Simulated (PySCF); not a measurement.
## Adding and removing an electron: CsGa

r²SCAN; basis Cs def2-SVP with ECP46, Ga def2-SVP; scalar-relativistic core potentials; PySCF 2.14. Neutral (UKS): triplet (σ ↑, π ↑), Re = 3.678 Å, ωe = 81.2 cm⁻¹, De = 0.74 eV, HOMO -2.31 eV, LUMO -1.78 eV.

CsGa⁺ (UKS): doublet (σ ↑), Re = 4.345 Å, ωe = 46.8 cm⁻¹, De = 0.39 eV to Cs⁺ + Ga. The energies at the minima are -1944.72261 hartree for CsGa and -1944.57052 for CsGa⁺.

Task: Work out the adiabatic ionisation energy, without and with harmonic zero-point energies (1 hartree = 27.2114 eV, 1 eV = 8065.5 cm⁻¹), and the change of the bond length.

Result: At r²SCAN: 0.15209 hartree = 4.139 eV between the minima; the zero-point term (46.8 − 81.2)/2 cm⁻¹ = -0.002 eV makes it 4.136 eV. Re changes by +66.7 pm against the neutral. The electron leaves a π orbital, and the ion is left as a loose complex of an ion and an atom.

Weak bonds: CsGa⁺. Basis-set superposition, not corrected here, can be much of De in a small basis, most of all at correlated wavefunction levels. Spin–orbit coupling is left out, which matters for elements this heavy, above all for dissociation energies. For an ion De counts to the pair picked by the measured ionisation energies or electron affinities, which need not be the lowest pair at this level. States were picked by a PBE0 search and need not be the measured ground states.
